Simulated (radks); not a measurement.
Values are calculated unless marked as measured or tabulated.
Task: Er, 68 electrons, occupied as [Xe] 4f12 6s2. Level of theory: scalar-relativistic Kohn-Sham, PBE, spin-polarised, spherical densities, finite nucleus; open shells are filled with parallel spins first (spin-orbit coupling, left out, can overturn this in heavy ions); Fermi nuclear charge, rms radius 5.2516 fm; hard spherical wall at 1.5 bohr (a radial shooting solver on a logarithmic mesh with Libxc functionals). Some entries of the table are withheld. Estimate them.

orbital  occ.  eigenvalue (hartree)  <r> (bohr)
1s down     1             -2101.294     0.02037
1s up       1             -2101.294     0.02037
2s up       1             -347.8237     0.08649
2s down     1             -347.8231     0.08649
2p up       3             -306.9079     0.07675
2p down     3             -306.9075     0.07675
3s up       1             -73.37685      0.2257
3s down     1             -73.34740      0.2257
3p up       3             -60.93530      0.2250
3p down     3             -60.90587      0.2250
3d up       5             -45.31781      0.2044
3d down     5             -45.29535      0.2043
4s up       1             -10.46249      0.5186
4s down     1             -10.39622      0.5186
4p up       3              -6.47431      0.5541
4p down     3              -6.40911      0.5543
4d up       5              -1.11934      0.6046
4d down     5              -1.05602      0.6050
5s up       1               3.56379      0.9276
5s down     1               3.60429      0.9282
4f up       7               4.87660      0.6838
4f down     5               4.93717      0.6850
5p up       3               5.30480      0.9329
5p down     3               5.34346      0.9333
5d up       0               7.99888      0.9149
5d down     0               8.03695      0.9151
6s up       1                   (1)      0.8960
6s down     1                   (2)      0.8958
6p up       0              19.06675      0.8829
6p down     0              19.10856      0.8827
7s up       0              36.69454      0.8657
7s down     0              36.73790      0.8656

Result: 
(1) 6s up eigenvalue (hartree): 17.00843
(2) 6s down eigenvalue (hartree): 17.04980
